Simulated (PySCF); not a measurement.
C2H2F2, SMILES C=C(F)F. Atoms are numbered in the order given.

```xyz
6

C      0.0000     0.0000     1.3819
C      0.0000     0.0000     0.0582
F      0.0000     1.0734    -0.6934
F      0.0000    -1.0734    -0.6934
H      0.0000    -0.9458     1.9200
H      0.0000     0.9458     1.9200
```
Charge 0, spin multiplicity 1.

Geometry: PBE0-D3(BJ)/def2-SVP.

These are TDA-PBE/def2-SVPD (PySCF 2.14.0) values and carry that method's errors.

Vertical excitations. Isolated molecule, no solvent. State labels are in the subgroup C2v.

```tsv
state	symmetry	energy (eV)	λ (nm)	f	main pairs
S1	B1	6.66	186	0.031	HOMO→LUMO+1 100 %
S2	B1	7.69	161	0.006	HOMO→LUMO+2 100 %
S3	A2	8.12	153	0.000	HOMO→LUMO+3 100 %
S4	A1	8.22	151	0.410	HOMO→LUMO 79 %
S5	A2	8.79	141	0.000	HOMO→LUMO+4 100 %
S6	B1	9.28	134	0.005	HOMO→LUMO+5 97 %
S7	A2	9.34	133	0.000	HOMO−1→LUMO 99 %
S8	A1	9.53	130	0.047	HOMO→LUMO+6 87 %
S9	B1	9.82	126	0.041	HOMO→LUMO+7 64 %, HOMO−2→LUMO 35 %
S10	B2	10.08	123	0.003	HOMO−1→LUMO+1 99 %
T1	A1	4.75	261	0	HOMO→LUMO 99 %
T2	B1	6.41	193	0	HOMO→LUMO+1 100 %
T3	B1	7.55	164	0	HOMO→LUMO+2 100 %
T4	A2	7.78	159	0	HOMO→LUMO+3 100 %
```
Triplets are in the Tamm–Dancoff approximation.
